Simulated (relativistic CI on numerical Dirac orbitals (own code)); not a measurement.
# Cd3+: M2,3 absorption edge

Computed with this model: Dirac-Coulomb-Breit CI, separate exchange-only KLI orbitals for each configuration, a model potential for QED, valence Slater integrals scaled by 0.7, multiplet model of core-to-valence dipole absorption; configurations [Kr] 4d9 → [Ne] 3s2 3p5 3d10 4s2 4p6 4d10; 80 K; Lorentzian 1.2 eV and Gaussian 0.4 eV FWHM. Energies are those of the free ion, without screening or charge transfer. The branching ratio is the share of the lower-energy edge in the whole absorption, uncertain by about 0.02 where the edges overlap. S is read from ⟨S²⟩ = S(S + 1).

Field parameters in Wybourne normalisation: Oh B⁴₀ = 21Dq, B⁴₄ = √(5/14) B⁴₀. The field is a parameter set, without covalency.

free ion: ground-state S = 0.50, centroid 611.21 eV. Peaks (eV, height): 611.2 (100).

Oh, 10Dq = 6000 cm⁻¹: ground-state S = 0.50, centroid 614.37 eV, branching ratio 0.917. Peaks (eV, height): 611.5 (100), 646.2 (9).

Oh, 10Dq = 13500 cm⁻¹: ground-state S = 0.50, centroid 617.61 eV, branching ratio 0.839. Peaks (eV, height): 612.0 (100), 646.8 (19).

Oh, 10Dq = 21000 cm⁻¹: ground-state S = 0.50, centroid 619.41 eV, branching ratio 0.802. Peaks (eV, height): 612.5 (100), 647.2 (25).

Oh, 10Dq = 28550 cm⁻¹: ground-state S = 0.50, centroid 620.66 eV, branching ratio 0.782. Peaks (eV, height): 613.0 (100), 647.8 (28).

Oh, 10Dq = 36050 cm⁻¹: ground-state S = 0.50, centroid 621.64 eV, branching ratio 0.770. Peaks (eV, height): 613.8 (100), 648.5 (30).

The statistical ratio of this edge is 2/3 = 0.667. Values above it arise where the holes sit mainly in the j = l + 1/2 valence subshell or the ground state has high spin; values below it where core-valence Coulomb terms move weight to the upper edge, as in nearly empty shells.

Strongest unbroadened transitions for Oh, 10Dq = 13500 cm⁻¹:

| Energy (eV) | Relative strength |
| --- | --- |
| 612.00 | 100.0 |
| 646.76 | 19.2 |
